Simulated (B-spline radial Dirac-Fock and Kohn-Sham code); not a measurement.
# Relativistic shifts of the levels of W⁴¹⁺

System: tungsten as W⁴¹⁺, 1s2 2s2 2p6 3s2 3p6 3d10 4s2 4p3.

Both columns are ΔSCF binding energies of the configuration average from a radial atomic solver: non-relativistic Hartree-Fock with a point nucleus, and Dirac-Fock with a finite nucleus and the Coulomb interaction alone, averaged over the two j levels with weights 2j+1.

| shell | Hartree-Fock (eV) | Dirac-Fock (eV) | shift (eV) | shift (%) |
| --- | --- | --- | --- | --- |
| 1s | 66166.1 | 71844.9 | +5678.79 | +8.58 |
| 2s | 12585.4 | 14103.8 | +1518.35 | +12.06 |
| 3s | 4306.4 | 4701.2 | +394.80 | +9.17 |
| 3d | 3718.9 | 3711.7 | -7.15 | -0.19 |
| 4s | 2059.9 | 2194.8 | +134.87 | +6.55 |
| 4p | 1972.2 | 2028.9 | +56.62 | +2.87 |

Relativity binds 1s, 2s, 3s, 4s, 4p more strongly, among those listed most of all 2s in relative terms, and 3d more weakly, because the contracted s and p shells screen the nucleus better.

Values without a named source are computed, but for edge energies of neutral atoms, which are taken from tables.
